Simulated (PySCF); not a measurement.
C3, SMILES [C]=C=[C] (connectivity only; charge and spin as stated), neutral, multiplicity 1. Heavy atoms are numbered as in [C:1]=[C:2]=[C:3].

The structure is a stationary point at PBE-D3(BJ)/def2-TZVP. The isomer is the one that the SMILES or the coordinates give; other isomers of the formula were not compared.

Computed with KT2/pcSseg-2 run with PySCF.

GIAO shieldings, no solvent; atoms alike by connectivity are averaged. δ = σ(ref) − σ: ¹³C against TMS (σ = 184.2 ppm), references at their B3LYP-D3(BJ)/def2-TZVP geometries, non-relativistic.

Computed chemical shifts:
| nucleus | atoms | count | δ (ppm) |
|---|---|---|---|
| ¹³C | C1 | 2 | 319.5 |
| ¹³C | C2 | 1 | 144.2 |
